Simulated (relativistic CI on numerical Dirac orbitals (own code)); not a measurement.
Cu2+ in a cubic cluster: L2,3 absorption with charge transfer

Computed with a charge-transfer multiplet model of a cubic metal-ligand cluster with up to one ligand hole, Slater and spin-orbit integrals from Dirac-Coulomb-Breit ions, Slater integrals scaled by 0.8. The ground state mixes d9 with configurations of k ligand holes L, whose averages lie at kΔ + k(k − 1)U_dd/2; a core hole lowers each added d electron by U_cd. 300 K, Lorentzian 0.4 eV and Gaussian 0.3 eV FWHM.

Atomic integrals in eV (Slater integrals scaled, ζ unscaled), ground: F2dd 11.066, F4dd 6.905, zeta_d 0.099; with the core hole: F2dd 11.066, F4dd 6.905, zeta_d 0.110, zeta_core 13.385.

Cluster parameters (eV): Δ = 5.8, U_dd = 8.5, U_cd = 9.8, 10Dq(ligand) = 0.9, V(eg) = 1.85, V(t2g) = -0.92, final-state hopping factor = 0.8.

```json
{"Case": "10Dq = -0.1 eV", "n_d": "9.09", "d9": "0.91", "d10L": "0.09", "S": "0.50"}
{"Case": "10Dq = 0.5 eV", "n_d": "9.08", "d9": "0.92", "d10L": "0.08", "S": "0.50"}
{"Case": "10Dq = 0.8 eV", "n_d": "9.08", "d9": "0.92", "d10L": "0.08", "S": "0.50"}
{"Case": "10Dq = 1.1 eV", "n_d": "9.08", "d9": "0.92", "d10L": "0.08", "S": "0.50"}
{"Case": "10Dq = 1.7 eV", "n_d": "9.07", "d9": "0.93", "d10L": "0.07", "S": "0.50"}
```

Weights, n_d and S are thermal averages at 300 K. Photon energies count from the first peak over 30 % of the highest in each spectrum, which can be another peak from case to case. The parameters are a model scan and need not match a compound or its usual spin state. A negative ionic 10Dq is a model choice; hopping adds the covalent part of the field. Peaks in eV (height, largest 100):
- 10Dq = -0.1 eV: 0.0 (100), 20.1 (16)
- 10Dq = 0.5 eV: 0.0 (100), 20.1 (31)
- 10Dq = 0.8 eV: 0.0 (100), 20.1 (35)
- 10Dq = 1.1 eV: 0.0 (100), 20.1 (37)
- 10Dq = 1.7 eV: 0.0 (100), 20.1 (40)

For the case 10Dq = 0.8 eV, Δ = 5.8 eV is smaller than U_dd = 8.5 eV, the charge-transfer side of the Zaanen-Sawatzky-Allen scheme.
